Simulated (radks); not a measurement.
Spherical quantum dot in the effective-mass picture: electrons in a well V = -V0 / (1 + exp((r - R)/a)) with V0 = 4.16, R = 12.6, a = 0.67, all in effective atomic units (hartree* = m*/eps^2 hartree, bohr* = eps/m* bohr), one dielectric constant everywhere. Calculated with a radial shooting solver with Libxc functionals: non-relativistic Kohn-Sham, LDA (Slater exchange, Perdew-Wang correlation), spin-polarised, spherical densities. Levels are named by radial order and angular momentum (1s, 1p, 1d, 2s, ...), and open shells are averaged over m. Results are scaled to m* = 0.082 and eps = 6.7, for which hartree* = 49.71 meV and bohr* = 4.324 nm.

N = 19, configuration 1s2 1p6 1d10 1f(up 1, down 0). This is the lowest configuration that the search found (a dilute case). Occupied and some empty levels:

| level | occupation | eigenvalue (meV) | <r> (nm) |
|---|---|---|---|
| 1s up | 1 | -110.40 | 38.13 |
| 1s down | 1 | -110.25 | 38.10 |
| 1p up | 3 | -109.70 | 38.48 |
| 1p down | 3 | -109.55 | 38.46 |
| 1d up | 5 | -108.35 | 38.97 |
| 1d down | 5 | -108.20 | 38.96 |
| 1f up | 1 | -106.41 | 39.51 |
| 1f down | 0 | -106.26 | 39.50 |
| 1g up | 0 | -103.91 | 40.05 |
| 1g down | 0 | -103.76 | 40.05 |
| 2s up | 0 | -100.35 | 25.49 |
| 2s down | 0 | -100.30 | 25.42 |
| 2p up | 0 | -98.216 | 28.85 |
| 2p down | 0 | -98.151 | 28.80 |
| 2d up | 0 | -95.306 | 31.17 |
| 2d down | 0 | -95.228 | 31.14 |

Energy (meV): total -2960.08, kinetic 102.39, external -3858.0, Hartree 933.97, exchange-correlation -138.48.
